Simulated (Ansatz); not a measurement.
Total energies of [ReO4]- (ReO₄⁻) from Ansatz at PBE-D4/def2-TZVPD, gas phase (1 Eh = 27.2114 eV = 2625.5 kJ/mol). The reference geometry is relaxed at PBE0-D4/def2-SVPD.

```xyz
5

Re    0.000    0.000    0.000
O     0.237    1.715    0.010
O    -1.247   -0.417    1.126
O     1.473   -0.789    0.452
O    -0.463   -0.509   -1.589
```

| state | geometry | energy (Eh) |
| --- | --- | --- |
| charge -1 singlet | reference | -379.37616 |
| charge 0 doublet | reference | -379.17647 |

In the def2 sets Re takes a core potential; there is no spin–orbit coupling.

Work out the vertical ionisation energy to the doublet.

E(charge 0 doublet) − E(charge -1 singlet) = -379.17647 − (-379.37616) = 0.19969 Eh = 5.43 eV. For comparison, −ε of the highest occupied level is 2.26 eV at this level, 3.17 eV less.

At PBE-D4/def2-TZVPD the gap within one spin of the charge 0 doublet nearly closes, so an electron or hole may be smeared out by delocalisation error.
